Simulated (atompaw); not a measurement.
## u(r) = r·R(r): atom against pseudo-atom (praseodymium)

Columns: radius, all-electron u(r) and pseudo u(r) of the 5p shell (level -22.84 eV) of praseodymium in the configuration [Kr] 4d10 4f3 5s2 5p6 5d0 6s1.75 6p0; PBEsol, scalar-relativistic, PAW (atompaw) scheme, atompaw 4.2.0.5.

```tsv
r (bohr)	all-electron	pseudo
0.115	0.0576	0.0098
0.231	0.2566	0.0389
0.346	-0.1313	0.0852
0.462	-0.4153	0.1471
0.577	-0.4142	0.2201
0.692	-0.2231	0.3008
0.808	0.0422	0.3858
0.923	0.3000	0.4693
1.038	0.5154	0.5479
1.154	0.6776	0.6185
1.269	0.7852	0.6768
1.385	0.8470	0.7214
1.500	0.8707	0.7502
1.615	0.8658	0.7632
1.731	0.8398	0.7606
1.846	0.7997	0.7438
1.962	0.7500	0.7145
2.077	0.6957	0.6756
2.192	0.6392	0.6296
2.308	0.5824	0.5789
2.423	0.5276	0.5270
2.538	0.4756	0.4758
2.654	0.4263	0.4265
2.769	0.3812	0.3812
2.885	0.3394	0.3394
3.000	0.3017	0.3017
```

**Question.** How many radial nodes do the two functions have?

**Answer.** The all-electron 5p function has n − l − 1 = 3 (the table is too coarse to show those close to the nucleus); the pseudo-wave has 0, since the states of the same l below it are removed with the core.

**Question.** Is the pseudo-wave norm-conserving?

**Answer.** No, it belongs to a PAW set: the norm inside the radius is not constrained, and the difference is carried by the augmentation charge.
